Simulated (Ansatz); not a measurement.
The same path of CHFSSi (5 atoms, charge 0, multiplicity 1) was run 3 times with different band settings. Lost on the way: C3–H5. Made: S4–H5.

All numbers below come from RKS PBE-D4/cc-pVDZ in Ansatz 0.2.0.

Relaxed end points:

```xyz
5
Properties=species:S:1:pos:R:3
F -0.363 -1.704 1.474
Si -0.169 -0.567 0.300
C 0.656 0.979 0.045
S -1.486 0.263 -0.999
H 1.362 1.029 -0.820
```

```xyz
5
Properties=species:S:1:pos:R:3
F -0.358 -1.967 1.143
Si -0.070 -0.350 0.917
C 0.077 1.417 0.775
S -0.439 0.529 -1.111
H 0.791 0.372 -1.722
```

Common settings: spring 5.0 eV/Å²; start path through a guess of the saddle point; force threshold 0.03 eV/Å; iteration limit 60; end points relaxed.

| run | movable images | climbing image | optimiser | largest step |
| --- | --- | --- | --- | --- |
| 1 | 5 | yes | quadratic models (default) | default |
| 2 | 6 | no | quadratic models (default) | default |
| 3 | 5 | yes | lbfgs | 0.5 Å |

What does each run give, and how far can it be trusted?

Run 1: converged after 11 iterations, highest image 2.154 eV above the first end. A vibrational analysis at the climbing image gives one clearly imaginary mode, 640i cm⁻¹: a first-order saddle point.
Run 2: converged after 11 iterations, highest image 2.146 eV above the first end. No image climbed, so the highest image needn't sit at the top of the path.
Run 3: converged after 39 iterations, highest image 2.154 eV above the first end. Another band between the same ends (5 images) ends at a top of the same energy, where a vibrational analysis finds 1 clearly imaginary mode.
The orbitals stay closed-shell, which can raise the energy where a bond breaks towards radicals; this wasn't checked here.
